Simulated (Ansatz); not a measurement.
Relaxation of ClF$_{3}$Ge$_{2}$H$_{4}$ (10 atoms, charge 0, multiplicity 1), to a largest force component of 0.03 eV/Å in at most 50 steps.

Method: Ansatz 0.2.0, RKS PBE/def2-SVP.

```xyz
10
Properties=species:S:1:pos:R:3:forces:R:3
Ge -0.017 -0.197 0.205 0.00 0.00 -0.27
Ge -0.021 -0.138 2.613 -0.04 -0.22 0.47
H -1.047 -1.175 3.138 0.02 -0.01 -0.02
H 1.394 -0.419 3.153 -0.04 -0.02 0.00
H -0.507 1.285 2.982 -0.01 -0.02 0.00
Cl 1.736 -0.814 -0.883 -0.03 -0.02 -0.01
F -0.394 1.478 -0.259 0.06 0.00 0.06
F -1.345 -1.103 -0.487 0.00 0.03 0.00
F 1.718 1.779 1.379 0.18 -0.01 0.16
H 0.844 2.093 1.238 -0.13 0.28 -0.39
```

Question: Where does it end, and by what steps?

Answer: The forces met the threshold. After 8 steps the energy has fallen by 0.218 eV; H10 moved furthest, 0.53 Å.

```csv
step,energy less start (eV),largest force component (eV/Å),accepted
0,0.0000,0.469,yes
1,-0.0734,1.049,yes
2,-0.1309,0.979,yes
3,-0.1722,0.529,yes
4,-0.2025,0.193,yes
5,-0.2105,0.125,yes
6,-0.2165,0.076,yes
7,-0.2174,0.063,yes
8,-0.2180,0.013,yes
```

```xyz
10
Properties=species:S:1:pos:R:3
Ge -0.024 -0.152 0.268
Ge -0.047 -0.210 2.709
H -0.845 -1.480 3.095
H 1.410 -0.283 3.197
H -0.786 1.063 3.171
Cl 1.625 -1.059 -0.787
F -0.095 1.542 -0.326
F -1.482 -0.801 -0.448
F 1.605 1.996 1.460
H 1.001 2.174 0.741
```

Whether the end is a true minimum wasn't checked by a vibrational analysis.

The run took 18 s on 4 threads of Arm Neoverse V1, with other jobs on the host, peak memory 0.23 GiB.
